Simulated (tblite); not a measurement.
C5H13NOSi2.
Numbering: `[CH2:1]=[CH:2]/[C:3]([CH3:4])=[N:5]/[C@H:6]([SiH3:7])[O:8][SiH3:9]` (hydrogens: H10, H11 on C1; H12 on C2; H13, H14, H15 on C4; H16 on C6; H17, H18, H19 on Si7; H20, H21, H22 on Si9)

Computed geometry: GFN2-xTB, gas phase.

(1) Give the optimised bond lengths and angles.

Results:

(1) 
```tsv
bond	length (Å)
C1=C2	1.328
C2–C3	1.461
C3–C4	1.504
C3=N5	1.274
N5–C6	1.388
C6–Si7	1.929
C6–O8	1.421
O8–Si9	1.620
C1–H10	1.077
C1–H11	1.077
C2–H12	1.081
C4–H13, C4–H14, C4–H15	1.088
C6–H16	1.098
Si7–H17, Si7–H18, Si7–H19	1.462
Si9–H20, Si9–H22	1.465
Si9–H21	1.455
```

Bonds in one row agree within 0.01 Å and their mean is given. A selection of angles:
```tsv
angle	degrees
C1–C2–C3	126.0
C2–C3–C4	117.8
C2–C3–N5	114.4
C4–C3–N5	127.8
C3–N5–C6	129.8
N5–C6–Si7	108.2
N5–C6–O8	119.6
Si7–C6–O8	104.1
C6–O8–Si9	127.7
```

Dihedral angles: C1–C2–C3–C4 7° (synperiplanar); C2–C3–N5–C6 -177° (antiperiplanar); C3–N5–C6–Si7 93° (anticlinal); N5–C6–O8–Si9 -80° (synclinal).

N5 (imine nitrogen) is bent (angle 129.8°). The C–N distances run from 1.274 Å (C3=N5, drawn double) to 1.388 Å (N5–C6, drawn single), a spread of 0.114 Å. Of the pairs four or more bonds apart, O8···H15 is among the closest relative to their van der Waals radii: 2.23 Å, 82 % of the sum of Bondi's values. The 3 C–C bonds span 1.328 Å (C1=C2, drawn double) to 1.504 Å (C3–C4, drawn single), a spread of 0.176 Å. Si9 (oxygen-bound silicon) is distorted tetrahedral (angles from 99.3° to 113.8°). Si7 (SiH3 silicon) is tetrahedral (angles from 106.7° to 112.2°).

Point group: C1 (no symmetry element, even within 0.4 Å). Its GFN2-xTB frequencies are all real (lowest 40 cm⁻¹). One conformer, not necessarily the lowest.
